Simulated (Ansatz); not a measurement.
Start from `C#C[SiH2][AlH2]` and change one atom or group to get `C#C[SiH2][AlH][SiH3]`.

Ansatz, PBE0-D4/def2-TZVP geometries, multiplicity 1. Each molecule was computed in one conformer, which needn't be the lowest.

| property | `C#C[SiH2][AlH2]` |
| --- | --- |
| LUMO energy (ωB97M-V/def2-TZVPP) / eV | -0.44 |
| HOMO–LUMO gap (PBE/def2-TZVPP) / eV | 3.40 |
| LUMO energy (B3LYP/def2-TZVPP) / eV | -2.28 |
| HOMO–LUMO gap (B3LYP/def2-TZVPP) / eV | 4.84 |
| HOMO energy (B3LYP/def2-TZVPP) / eV | -7.12 |
| HOMO–LUMO gap (PBE0/def2-TZVPP) / eV | 5.22 |

What does the change do to each property? (Estimate.)

Ansatz gave: 
```tsv
property	`C#C[SiH2][AlH][SiH3]`	shift
LUMO energy (ωB97M-V/def2-TZVPP) / eV	0.41	0.85
HOMO–LUMO gap (PBE/def2-TZVPP) / eV	3.82	0.42
LUMO energy (B3LYP/def2-TZVPP) / eV	-1.66	0.62
HOMO–LUMO gap (B3LYP/def2-TZVPP) / eV	5.21	0.37
HOMO energy (B3LYP/def2-TZVPP) / eV	-6.86	0.26
HOMO–LUMO gap (PBE0/def2-TZVPP) / eV	5.56	0.34
```

With PBE0 the HOMO rises by 0.26 eV and the LUMO rises by 0.60 eV, so the gap widens by about 0.34 eV. PBE moves the HOMO by 0.14 eV and ωB97M-V by 0.35 eV. The zero-point energy changes by 48.6 kJ/mol with +9 modes.

B3LYP here is the variant with VWN-RPA as its local correlation; programs differ in this.
